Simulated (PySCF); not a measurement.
# How the method changes the shape and vibrations of BGeH3N

These are calculations, not measurements. The program is PySCF 2.14.0, an open-source quantum chemistry code, run on an isolated molecule that a program drew, which may never have been made. The molecule is BGeH3N (charge 0, doublet), drawn as the SMILES string `[BH][N]=[GeH2]`.

The geometry was optimised and harmonic frequencies were computed with HF and MP2, all in the cc-pVDZ basis, for the commonest isotopes, with a restricted reference for singlets and an unrestricted one otherwise, and a frozen core in MP2. Germanium has the cc-pVDZ-PP basis, with a core potential (ECP10MDF) in place of its 10 inner electrons, and its 3s, 3p and 3d shells are frozen in MP2. Each result is a local minimum of its method.

Geometry at the HF minimum:
```xyz
6
BGeH3N, angstrom
B     2.3827    0.6721   -1.8107
N     1.7536    0.4640   -0.7611
Ge    0.6674    0.1807    0.6649
H     2.9871    0.8679   -2.7965
H     0.9230   -1.2304    1.2152
H     0.9496    1.2524    1.7286
```

Lengths of the bonds as drawn, in Å (atoms numbered as above):
```
bond,HF,MP2
B1-N2,1.241,1.270
N2-Ge3,1.815,1.841
B1-H4,1.173,1.181
Ge3-H5,1.536,1.541
Ge3-H6,1.536,1.541
```

Rotational constants, in GHz:
| constant | HF | MP2 |
|---|---|---|
| A | 119.6 | 117.5 |
| B | 3.883 | 3.76 |
| C | 3.817 | 3.698 |

Harmonic frequencies in cm^-1, each column in rising order, so a row needn't be the same motion in every method:
```
rank    HF   MP2
   1   163   148
   2   176   161
   3   581     ?
   4   704   660
   5   764   701
   6   814   709
   7   824   717
   8   922   872
   9  1969  1822
  10  2177  2138
  11  2190  2165
  12  2982  2902
```

**Estimate the missing MP2 frequency from the HF column.**

A single factor s that minimises the squared misfit of MP2 against s times HF over the other rows is sum(HF x MP2) / sum(HF^2) = 0.9621, with an rms misfit of 47 cm^-1. For rank 3 it gives 0.9621 x 581 = 559 cm^-1. The calculation gives 544 cm^-1, 15 cm^-1 below the estimate. The drawn bonds are on average 1.0 % longer in MP2 than in HF.
